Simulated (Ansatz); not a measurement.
Computed with Ansatz on PBE0-D4/def2-TZVP structures; ΔE is electronic, products minus reactants. CCSD(T)/CBS adds triple-zeta CCSD(T) − MP2 to the extrapolated MP2 energy (def2 sets, frozen cores). This one scheme is used for every species. Functionals use def2-TZVPP. For Br, Zn outer-core shells are correlated without core-valence functions, which leaves a few kJ/mol of doubt a bond. Scalar relativity is left out up to krypton. Each species was taken in one conformer, which may not be the lowest.

Reaction (ligand exchange at a Zn–S bond): `C[S][Zn][Br]` + HCl → `[Cl][Zn][Br]` + CH₃SH

`C[S][Zn][Br]`:

```xyz
7

C    -0.904   -0.225    0.786
S    -0.331   -1.096   -0.712
Zn    1.323    0.134   -1.343
Br    3.042    1.401   -2.011
H    -0.136   -0.200    1.558
H    -1.242    0.785    0.562
H    -1.752   -0.799    1.160
```

HCl:

Cartesian coordinates in Å:
```
Cl -0.156 0.467 -0.408
H 0.156 -0.467 0.408
```

`[Cl][Zn][Br]`:

```xyz
3

Cl   -1.689    0.981    0.854
Zn   -0.035    0.020    0.018
Br    1.724   -1.001   -0.872
```

CH₃SH:

```xyz
6

C     0.377    0.293   -0.116
S    -0.397   -1.187    0.571
H     0.188    0.383   -1.186
H     1.449    0.174    0.038
H     0.049    1.193    0.402
H    -1.667   -0.855    0.291
```

```tsv
level	ΔE (kcal/mol)
PBE0	-10.7
BHLYP	-13.1
```

**Question.** What does CCSD(T)/CBS give? (Estimate.)

**Answer.** Computed: -11.0 kcal/mol. The listed levels differ from it by 0.3, -2.1 kcal/mol.

Largest T1 diagnostic among the species: 0.012.

From PBE to PBE0 (25 % exact exchange), in def2-TZVPP and without D4, ΔE moves by −1.5 kcal/mol. Leaving LDA and LC-ωPBE aside and taking each functional with its dispersion term where it has one, the values, not all of them listed here, spread over 3.7 kcal/mol, from BHLYP-D4 to revPBE-D4. LDA lies +0.9 kcal/mol from PBE without D4.
